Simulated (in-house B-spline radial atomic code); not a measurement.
Configurations of the ruthenium ion Ru⁸⁺, with energies counted from [Ar] 3d10 4s2 4p6. Method: Dirac-Hartree-Fock, average of configuration, Fermi nucleus of rms radius 4.4809 fm. Calculated with a B-spline radial code for spherical atoms. Energies include first-order Breit, QED and recoil terms.

Occupations are held fixed; configurations that lie above the ionisation limit could autoionise.

```
                                   configuration  E - E(ref) (eV)  highest orbital  its <r> (bohr)
        [Ar] 3d10 4s2 (4p1/2)2 (4p3/2)3 (7f7/2)1           152.73            7f7/2           6.799
         [Ar] (3d3/2)3 (3d5/2)6 4s2 4p6 (5f5/2)1           385.28            5f5/2           2.941
         [Ar] (3d3/2)3 (3d5/2)6 4s2 4p6 (8f5/2)1            416.8            8f5/2            9.12
     [Ne] 3s2 (3p1/2)2 (3p3/2)3 3d10 4s2 4p6 6s1           558.53            6s1/2           3.249
[Ne] 3s2 (3p1/2)2 (3p3/2)3 3d10 4s2 4p6 (7f5/2)1           590.97            7f5/2            6.72
[Ne] 3s2 (3p1/2)2 (3p3/2)3 3d10 4s2 4p6 (7g7/2)1           593.03            7g7/2           6.938
     [Ne] 3s2 (3p1/2)1 (3p3/2)4 3d10 4s2 4p6 7s1           600.58            7s1/2            4.89
```

Task: Order these further configurations by energy, lowest first.
A. [Ne] 3s2 (3p1/2)1 (3p3/2)4 3d10 4s2 4p6 (7p3/2)1
B. [Ne] 3s2 (3p1/2)1 (3p3/2)4 3d10 4s2 4p6 8s1
C. [Ar] 3d10 4s2 (4p1/2)2 (4p3/2)3 (5f7/2)1
D. [Ar] 3d10 4s2 (4p1/2)2 (4p3/2)3 (8f5/2)1
E. [Ar] (3d3/2)3 (3d5/2)6 4s2 4p6 (4f7/2)1

Result: C (127.72 eV), D (158.66 eV), E (354.9 eV), A (603.62 eV), B (611.52 eV).

Task: How far above the reference does [Ar] (3d3/2)4 (3d5/2)5 4s2 4p6 (6f5/2)1 lie?

Result: 397.07 eV; its least bound orbital is 6f5/2 with <r> = 4.664 bohr.

Task: How far above the reference does [Ar] (3d3/2)3 (3d5/2)6 4s2 4p6 8s1 lie?

Result: 408.67 eV; its least bound orbital is 8s1/2 with <r> = 6.862 bohr.
